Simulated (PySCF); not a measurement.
A geometry optimisation, step by step.

Species: (MgTe)3 ring, Mg₃Te₃.
Bonds: Mg1–Te2, Mg1–Te6, Te2–Mg3, Mg3–Te4, Te4–Mg5, Mg5–Te6.

Method: PBE0-D3(BJ)/def2-SVP geometry optimisation, gas phase, def2 core potentials past Kr in PySCF 2.14.0; density fitting, grid level 1; the optimiser is geomeTRIC in internal coordinates, started from a GFN2-xTB structure with every atom displaced at random (about 0.03 Å). The frame can shift and turn from step to step; on so coarse a grid that alone can change the energy by a few meV, and forces under 0.02 eV/Å are noise.

Step 0: E = -38207.5941 eV, largest atomic force 1.434 eV/Å
```
atom  x, y, z in Å  |  force x, y, z in eV/Å
Mg1     1.590    0.172   -1.039   -0.461   1.001  -0.918
Te2    -0.060    1.937   -2.263    0.262  -0.354   0.230
Mg3    -1.620    0.964   -0.396    0.067   0.355  -0.407
Te4    -2.335   -0.387    1.667   -0.896   0.017   0.420
Mg5     0.022   -1.237    1.393    0.533  -0.356   0.176
Te6     2.465   -1.544    0.570    0.494  -0.663   0.499
```

Step 1: E = -38207.7248 eV, largest atomic force 0.260 eV/Å
```
atom  x, y, z in Å  |  force x, y, z in eV/Å
Mg1     1.583    0.208   -1.079    0.023   0.176  -0.191
Te2    -0.031    1.924   -2.265    0.053  -0.078   0.017
Mg3    -1.628    0.985   -0.413   -0.050   0.074  -0.004
Te4    -2.402   -0.377    1.689   -0.103   0.021  -0.020
Mg5     0.035   -1.261    1.416    0.114  -0.121   0.133
Te6     2.506   -1.576    0.582   -0.037  -0.073   0.064
```

Step 2: E = -38207.7300 eV, largest atomic force 0.130 eV/Å
```
atom  x, y, z in Å  |  force x, y, z in eV/Å
Mg1     1.589    0.210   -1.086    0.092   0.030  -0.058
Te2    -0.013    1.918   -2.269   -0.008  -0.019  -0.017
Mg3    -1.628    0.996   -0.419   -0.029   0.045   0.016
Te4    -2.418   -0.365    1.683    0.001   0.008  -0.054
Mg5     0.032   -1.267    1.429    0.017  -0.063   0.112
Te6     2.501   -1.587    0.593   -0.074   0.000   0.000
```

Step 3: E = -38207.7309 eV, largest atomic force 0.118 eV/Å
```
atom  x, y, z in Å  |  force x, y, z in eV/Å
Mg1     1.607    0.201   -1.087    0.096  -0.058   0.037
Te2     0.021    1.908   -2.281   -0.025   0.000  -0.026
Mg3    -1.621    1.015   -0.435    0.009   0.021   0.016
Te4    -2.439   -0.338    1.662    0.061  -0.005  -0.056
Mg5     0.015   -1.273    1.452   -0.068  -0.003   0.076
Te6     2.480   -1.609    0.620   -0.073   0.045  -0.047
```

Step 4: E = -38207.7261 eV, largest atomic force 0.205 eV/Å
```
atom  x, y, z in Å  |  force x, y, z in eV/Å
Mg1     1.651    0.165   -1.075    0.048  -0.140   0.142
Te2     0.107    1.878   -2.310   -0.028   0.019  -0.033
Mg3    -1.594    1.058   -0.478    0.069  -0.020   0.009
Te4    -2.483   -0.267    1.608    0.097  -0.021  -0.027
Mg5    -0.039   -1.273    1.498   -0.152   0.082   0.001
Te6     2.421   -1.657    0.687   -0.033   0.080  -0.093
```

Step 5: E = -38207.7243 eV, largest atomic force 0.188 eV/Å
```
atom  x, y, z in Å  |  force x, y, z in eV/Å
Mg1     1.678    0.130   -1.058   -0.005  -0.123   0.142
Te2     0.171    1.853   -2.329   -0.016   0.020  -0.030
Mg3    -1.566    1.084   -0.510    0.086  -0.036   0.005
Te4    -2.509   -0.212    1.569    0.067  -0.022   0.003
Mg5    -0.086   -1.263    1.524   -0.137   0.100  -0.040
Te6     2.373   -1.688    0.735    0.006   0.062  -0.080
```

Step 6: E = -38207.7266 eV, largest atomic force 0.104 eV/Å
```
atom  x, y, z in Å  |  force x, y, z in eV/Å
Mg1     1.684    0.113   -1.046   -0.038  -0.052   0.074
Te2     0.193    1.844   -2.336    0.004   0.001  -0.017
Mg3    -1.551    1.088   -0.520    0.073  -0.032   0.004
Te4    -2.514   -0.194    1.558    0.010  -0.001   0.010
Mg5    -0.106   -1.253    1.528   -0.064   0.069  -0.043
Te6     2.357   -1.694    0.748    0.014   0.016  -0.028
```

Step 7: E = -38207.7278 eV, largest atomic force 0.060 eV/Å
```
atom  x, y, z in Å  |  force x, y, z in eV/Å
Mg1     1.680    0.112   -1.043   -0.048   0.001   0.017
Te2     0.188    1.846   -2.335    0.019  -0.014  -0.008
Mg3    -1.548    1.084   -0.518    0.053  -0.026   0.009
Te4    -2.511   -0.199    1.562   -0.025   0.022   0.001
Mg5    -0.106   -1.249    1.522   -0.001   0.035  -0.036
Te6     2.360   -1.689    0.742    0.002  -0.018   0.017
```

Step 8: E = -38207.7283 eV, largest atomic force 0.050 eV/Å
```
atom  x, y, z in Å  |  force x, y, z in eV/Å
Mg1     1.673    0.114   -1.041   -0.032   0.019  -0.011
Te2     0.183    1.847   -2.333    0.022  -0.013  -0.013
Mg3    -1.545    1.078   -0.513    0.028  -0.015   0.011
Te4    -2.508   -0.205    1.567   -0.038   0.032  -0.003
Mg5    -0.104   -1.246    1.516    0.025   0.011  -0.020
Te6     2.364   -1.684    0.736   -0.005  -0.034   0.036
```

Step 9: E = -38207.7285 eV, largest atomic force 0.043 eV/Å
```
atom  x, y, z in Å  |  force x, y, z in eV/Å
Mg1     1.667    0.116   -1.041   -0.011   0.013  -0.014
Te2     0.179    1.850   -2.332    0.020  -0.012  -0.014
Mg3    -1.542    1.073   -0.510    0.010  -0.004   0.008
Te4    -2.508   -0.208    1.570   -0.028   0.029  -0.006
Mg5    -0.101   -1.244    1.511    0.019   0.002  -0.004
Te6     2.367   -1.682    0.733   -0.011  -0.028   0.031
```

Step 10: E = -38207.7285 eV, largest atomic force 0.028 eV/Å
```
atom  x, y, z in Å  |  force x, y, z in eV/Å
Mg1     1.665    0.117   -1.041    0.002   0.001  -0.006
Te2     0.177    1.851   -2.333    0.017  -0.013  -0.011
Mg3    -1.540    1.071   -0.508    0.004   0.002   0.004
Te4    -2.509   -0.209    1.571   -0.012   0.024  -0.008
Mg5    -0.099   -1.243    1.509    0.004   0.002   0.003
Te6     2.369   -1.683    0.733   -0.015  -0.015   0.019
```

**Question.** Summarise the path.

**Answer.** The energy falls by 3.10 kcal/mol from step 0 to step 10; nine tenths of that is first reached at step 1. It rises by more than 0.2 meV at steps 4 and 5. The largest force goes from 1.434 to 0.028 eV/Å. Among the bonds Mg1–Te6 changes most, from 2.510 to 2.624 Å; the atoms move by 0.070 Å rms after alignment.

What follows is the cost of the whole optimisation. On one thread of an Arm Neoverse V1 (shared host), this took 2.3 min wall and 0.56 GiB of memory at its peak.
